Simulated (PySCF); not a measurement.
**Löwdin shares of the frontier orbitals**

C₇H₆N₂.
Structure used (PBE0-D3(BJ)/def2-SVP), in Å, numbered top down from 1:
```
atom  x, y, z in Å
C1    -1.8877    0.5065    0.0394
C2    -1.7601   -0.9006    0.0105
C3    -0.5224   -1.5202   -0.0170
C4     0.6049   -0.6855   -0.0149
N5     1.9412   -0.9483   -0.0365
N6     2.6900    0.1599   -0.0237
C7     1.8552    1.1753    0.0061
C8     0.4985    0.7271    0.0140
C9    -0.7729    1.3263    0.0414
H10   -2.8863    0.9485    0.0606
H11   -2.6637   -1.5149    0.0100
H12   -0.4316   -2.6081   -0.0393
H13    2.3938   -1.8512   -0.0594
H14    2.2357    2.1960    0.0213
H15   -0.8766    2.4135    0.0638
```

Computed, not measured: TDDFT PBE0/def2-SVPD, vertical, gas phase, core orbitals frozen in the response in PySCF 2.14.0, density-fitted response routines.

Kohn–Sham orbitals with the atoms that hold most of them (Löwdin shares over 4%, at most four atoms; ? is withheld):

| orbital | ε (eV) | atoms |
| --- | --- | --- |
| HOMO-3 | -8.54 | C7 17%, C8 14%, N5 13%, C4 12% |
| HOMO-2 | -8.50 | N6 63%, C7 12%, N5 10%, C8 5% |
| HOMO-1 | -7.13 | C2 17%, C8 17%, N6 16%, C4 15% |
| HOMO | -6.56 | ? |
| LUMO | -0.97 | ? |
| LUMO+1 | 0.23 | C1 20%, C4 18%, C2 14%, C9 11% |
| LUMO+2 | 0.82 | H13 22%, C3 15%, H12 14%, N5 9% |

Problem. Which atoms hold the LUMO, and with what shares?

Solution. C9 (bonded to 2 C and H) 17%; C3 (bonded to 2 C and H) 16%; N6 (bonded to C and N) 16%; C2 (bonded to 2 C and H) 14%. By element: carbon 48% or more, nitrogen 16% or more.

Problem. Give the leading atoms of the HOMO.

Solution. N5 (bonded to C, N and H) 18%; C3 (bonded to 2 C and H) 15%; C9 (bonded to 2 C and H) 15%; C7 (bonded to C, N and H) 14%. By element: carbon 44% or more, nitrogen 18% or more.

Problem. How does S1 compare with the orbital gap of 5.59 eV?

Solution. S1 is at 4.80 eV (f = 0.066), 0.78 eV below the gap, made of HOMO→LUMO (84%). Without the coupling terms of the response equations the lowest excitation would equal the gap.

Problem. Give energy, strength and leading configuration of S1 and S3, and follow the Löwdin shares of the leading atoms from the occupied to the empty orbital.

Solution. 
- S1 (4.80 eV, f 0.066), HOMO→LUMO (84%): N5 18% → at most 15%, C3 15% → 16%, C9 15% → 17%
- S3 (6.11 eV, f 0.0031), HOMO-2→LUMO (95%): N6 63% → 16%, C7 12% → at most 15%, C9 at most 6% → 17%, C3 at most 6% → 16%
